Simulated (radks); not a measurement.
Values are calculated unless marked as measured or tabulated.
Radial electron density D(r) = 4 pi r^2 rho(r) of an atom or ion with 49 electrons. Level of theory: Dirac Kohn-Sham, Wu-Cohen GGA, spin-unpolarised, spherical densities, finite nucleus; Fermi nuclear charge, rms radius of each element as measured or else 0.836 A^(1/3) + 0.57 fm (a radial shooting solver on a logarithmic mesh with Libxc functionals).

```
   r/bohr * D(r) (the largest magnitude, 86.7, reaches the edge; | marks zero)
 0.003594 |         *
  0.00487 |              *
 0.006548 |                     *
 0.008803 |                             *
  0.01184 |                                     *
  0.01591 |                                          *
  0.02157 |                                           *
    0.029 |                                        *
  0.03898 |                                      *
  0.05241 |                                           *
  0.07047 |                                                     *
   0.0955 |                                                      *
   0.1284 |                                           *
   0.1726 |                                        *
   0.2321 |                                              *
   0.3145 |                                     *
   0.4229 |                  *
   0.5686 |               *
   0.7644 |                *
    1.028 |         *
    1.393 |   *
    1.873 | *
    2.518 |*
    3.385 *
    4.551 *
```

What is the nuclear charge?

Answer. Z = 53. The innermost maximum, from 1s, lies near gamma/Z bohr with gamma = sqrt(1 - (Z/c)^2) = 0.922, here 0.0174 bohr (found: 0.0191), and its height grows with Z. The density is that of the iodine ion I4+ in [Kr] 4d10 5s2 5p1; the configuration itself is not fixed sharply by these data, and Z only to a few units. D(r) has 4 maxima, at r = 0.0191, 0.0840, 0.242, 0.700 bohr, and minima at 0.0375, 0.159, 0.512 bohr, inside which lie 2.03, 11.19, 29.02 electrons.
